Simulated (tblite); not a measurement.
C7H9O (doublet state).
Structure used (GFN2-xTB), in Å, numbered top down from 1:
```
atom  x, y, z in Å
C1    -0.8162    1.5798   -0.8004
C2    -0.4013    0.3168   -0.1128
C3    -0.8883   -1.1304   -0.4007
C4     0.1270   -1.2911    0.7544
C5    -0.5479   -0.0535    1.3902
C6     0.9586   -0.3009    0.0017
C7     2.2792   -0.0724   -0.3880
O8     3.2372   -0.8017   -0.1215
H9    -0.3182    2.4353   -0.3487
H10   -1.8925    1.7179   -0.7184
H11   -0.5491    1.5367   -1.8545
H12   -0.6128   -1.5582   -1.3608
H13   -1.9281   -1.3383   -0.1536
H14    0.4414   -2.2019    1.2416
H15   -1.5665   -0.1968    1.7476
H16    0.0461    0.5199    2.0969
H17    2.4244    0.8509   -0.9828
```

Computed with GFN2-xTB (tblite): harmonic, unscaled wavenumbers at the GFN2-xTB geometry, gas phase. The method is semi-empirical: single wavenumbers can be off by several per cent or more. One conformer, not necessarily the lowest. Open shells enter through the occupations alone, without spin polarisation, and single modes of such species can be off by tens of per cent.

Harmonic wavenumbers (cm⁻¹): 80.6, 136.8, 154.0, 199.4, 281.1, 304.4, 469.6, 532.7, 581.0, 657.8, 769.9, 844.8, 857.9, 893.9, 954.8, 957.4, 971.0, 989.1, 1006.5, 1027.0, 1069.2, 1077.6, 1141.1, 1147.2, 1150.1, 1168.8, 1208.4, 1358.1, 1362.9, 1403.4, 1476.7, 1477.2, 1478.1, 1487.2, 1518.5, 1596.2, 2755.5, 2979.8, 2984.4, 3019.9, 3022.8, 3032.0, 3032.7, 3035.7, 3076.7.

A = 3563, B = 1673, C = 1385 MHz; mass 109.065 u (most abundant isotopes); point group Cs, symmetry number 1; spin multiplicity 2.

Problem. What is the zero-point energy?

Solution. ½Σν̃ = 30365 cm⁻¹ = 86.82 kcal/mol.

Problem. Give the ideal-gas entropy at 298.15 K and 1 bar in the rigid-rotor, harmonic-oscillator model (classical rotation).

Solution. Translation 40.00, rotation 28.06, vibration 18.40, spin (R ln 2) 1.38: S = 87.8 cal/(mol K).

Problem. And Cp and H(298.15 K) − H(0)?

Solution. Cp = 30.70 cal/(mol K), of which vibrations give 22.75 (their classical limit is 45 R = 89.4); H(298.15 K) − H(0) = 5.48 kcal/mol without the zero-point energy, 3.11 from vibrations.

Problem. What must be added to the electronic energy to get the Gibbs energy at 298.15 K and 1 bar?

Solution. ZPE + [H(298.15 K) − H(0)] − T·S = 86.82 + 5.48 − 26.19 = 66.11 kcal/mol.

Problem. Which modes carry the vibrational entropy at 298.15 K?

Solution. 80.6 cm⁻¹: 3.88; 136.8 cm⁻¹: 2.85; 154.0 cm⁻¹: 2.62; 199.4 cm⁻¹: 2.14; 281.1 cm⁻¹: 1.53; 304.4 cm⁻¹: 1.39 cal/(mol K); the other 39 give 3.99 together.

Problem. How do the functions run with temperature in this model?

Solution. 
```
T (K)  S (cal/(mol K))  Cp (cal/(mol K))  H − H(0) (kcal/mol)  G − H(0) (kcal/mol)  ln q(vib)
  100             65.1              14.9                 1.08                -5.43       0.73
  200             77.5              21.9                 2.91               -12.59       2.32
  300             88.0              30.9                 5.54               -20.87       4.03
  500            108.1              48.5                13.55               -40.50       7.75
  800            135.0              65.6                30.91               -77.08      13.59
 1000            150.4              72.8                44.79              -105.65      17.38
```

q(vib) and H(0) count from the zero-point level.

Hindered rotation and anharmonicity are outside this model. Other conformers, if any are populated, would add a mixing term that is left out.
